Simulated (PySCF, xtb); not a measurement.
Sn(Cl)(SH)3 (ClH3S3Sn), SMILES [SH][Sn]([SH])([Cl])[SH].

GFN2-xTB in xtb 6.7.1 at its own geometry gives an orbital gap of 1.26 eV and a dipole moment of 3.96 D.

Geometry optimised at B3LYP-D3(BJ)/def2-SVP. The structure was generated by enumeration; whether it is a known compound was not checked. The def2 effective core potentials stand for the cores of Sn; spin–orbit coupling is left out. Other conformers were not sampled.

**Question.** What does r2SCAN/def2-TZVP in PySCF give? (The exact figures need the calculation; the answer reports its results.)

**Answer.** gap 3.67 eV (levels -7.06 and -3.39 eV), dipole 2.63 D.
